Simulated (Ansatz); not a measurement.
One change: `C[CH2][GaH][SeH]` becomes `C[CH2][AlH][SeH]`.

Ansatz, PBE0-D4/def2-TZVP geometries, multiplicity 1. Each molecule was computed in one conformer, which needn't be the lowest.

Scalar relativity is left out up to krypton.

| property | `C[CH2][GaH][SeH]` |
| --- | --- |
| HOMO–LUMO gap (B3LYP/def2-TZVPP) / eV | 5.51 |
| HOMO–LUMO gap (PBE/def2-TZVPP) / eV | 4.16 |
| HOMO energy (ωB97M-V/def2-TZVPP) / eV | -9.25 |
| HOMO energy (B3LYP/def2-TZVPP) / eV | -6.88 |
| HOMO–LUMO gap (PBE0/def2-TZVPP) / eV | 5.99 |
| size of the dipole moment (ωB97M-V/def2-TZVPP) / D | 1.99 |

What does the change do to each property? (Best estimate.)

Ansatz gave: 
```csv
property,`C[CH2][AlH][SeH]`,shift
HOMO–LUMO gap (B3LYP/def2-TZVPP) / eV,5.78,0.27
HOMO–LUMO gap (PBE/def2-TZVPP) / eV,4.38,0.22
HOMO energy (ωB97M-V/def2-TZVPP) / eV,-9.37,-0.12
HOMO energy (B3LYP/def2-TZVPP) / eV,-6.99,-0.11
HOMO–LUMO gap (PBE0/def2-TZVPP) / eV,6.21,0.22
size of the dipole moment (ωB97M-V/def2-TZVPP) / D,1.78,-0.21
```

With PBE0 the HOMO falls by 0.12 eV and the LUMO rises by 0.10 eV, so the gap widens by about 0.22 eV. PBE moves the HOMO by -0.11 eV and ωB97M-V by -0.12 eV. Dipoles are sizes alone; their direction can turn.

B3LYP here is the variant with VWN-RPA as its local correlation; programs differ in this.

Spin–orbit coupling is left out; it splits and shifts lone-pair levels of the heavy atoms by tenths of an eV.
